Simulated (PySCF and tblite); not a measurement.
Results of a calculation; reference values are marked as such.
System: C5H5FN2S, numbered as in [CH2:1]=[C:2]([F:3])[c:4]1[n:5][c:6]([CH3:7])[n:8][s:9]1.

For the rotation about the C4–C2 bond (torsion N5–C4–C2–C1 from 0° to 180°, rising): electronic barrier 6.97 kcal/mol, zero-point change -0.06 kcal/mol, thermal and entropy terms at 200 K a further 0.25 kcal/mol (symmetry numbers apart). The minimum is Cs, the saddle C1. Level: PBE0/pcSseg-1 + D3(BJ) on GFN2-xTB stationary points, with GFN2-xTB thermal terms. Rate constants are transition-state-theory values, counting equivalent paths, without tunnelling. Run with tblite and PySCF.

Q: How many equivalent paths lead out of the minimum?

A: 2: the symmetry number of the minimum is 1, that of the saddle displaced along its mode 1, and the displaced saddle is chiral while the minimum is not, which doubles the count.

Q: Work out the rate at 200 K.

A: ΔG‡ = 7.16 kcal/mol; k_B T/h = 4.2×10¹² s⁻¹; exp(−ΔG‡/RT) = 1.5×10⁻⁸; times 2 gives k = 1.2×10⁵ s⁻¹. Wigner's tunnelling factor for the 57i cm⁻¹ mode would be 1.01.
